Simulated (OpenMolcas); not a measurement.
Computed levels of 4s2 4p in ions with 31 electrons, in cm-1 above 2P* 1/2.

```json
{"Program": "OpenMolcas 26.06", "Method": "CASSCF", "Basis": "ANO-RCC-VQZP", "Scalar Hamiltonian": "DKH2, point nucleus", "Spin-orbit coupling": "state interaction with AMFI integrals over the reference wave functions, term energies averaged over their components"}
```

Active space for each ion: 3 electrons in 4 orbitals (4s 4p).

| Level | Ga | As2+ | Se3+ | Br4+ | Kr5+ |
| --- | --- | --- | --- | --- | --- |
| 2P* 3/2 | 794 | 2561 | 3832 | 5384 | 7247 |

Question: Estimate 2P* 3/2 for Ge+ from its neighbours Ga and As2+.

Answer: 2P* 3/2 is fine structure, which grows about as the fourth power of a screened charge, so the fourth roots are averaged: ((794^0.25 + 2561^0.25) / 2)^4 = 1488. The calculation gives 1631, so the estimate is off by -8.8 %; the measured value is 1767 (NIST Handbook of Basic Atomic Spectroscopic Data).

Some high roots are left out of the spin-orbit mixing, which shifts the levels that they would mix with (holds for Ga; Ge+). Without dynamic correlation excited terms often stand tens of per cent too high (terms of higher spin than the ground term too low), and those without a measured partner can miss by more than the paired ones (holds for Ga; Ge+). Measured partners are found by configuration, term and J. A level has none where our copy of the source lacks it or the pairing is in doubt (some pairs that miss far off the trend of their configuration count as doubtful), and it then counts in no deviation. Only configurations of the active space appear.

* marks odd parity.
